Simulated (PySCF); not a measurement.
# Excitation energy of Hf(2+) by level of theory

Hf(2+) [Xe] 4f14 5d2 (3F) → Hf(2+) [Xe] 4f14 5d1 6s1 (3D), as a difference of total energies. All numbers are calculated (PySCF 2.14, a scalar-relativistic core potential, in def2-QZVPPD with the def2 core potential (60 electrons) (7s6p4d3f2g, 84 functions)). Correlated levels: valence and next inner shell: nothing frozen outside the core potential. The calculations carry no spin-orbit coupling.

| method | excitation energy (eV) |
| --- | --- |
| UHF | 0.328 |
| MP2 (valence and next inner shell) | 0.011 |
| SCS-MP2 (valence and next inner shell) | 0.109 |
| CCSD (valence and next inner shell) | 0.098 |
| CCSD(T) (valence and next inner shell) | 0.076 |

Question: How much does correlation contribute at CCSD(T) (valence and next inner shell)?

Answer: 0.076 − (0.328) = -0.252 eV, measured against UHF.
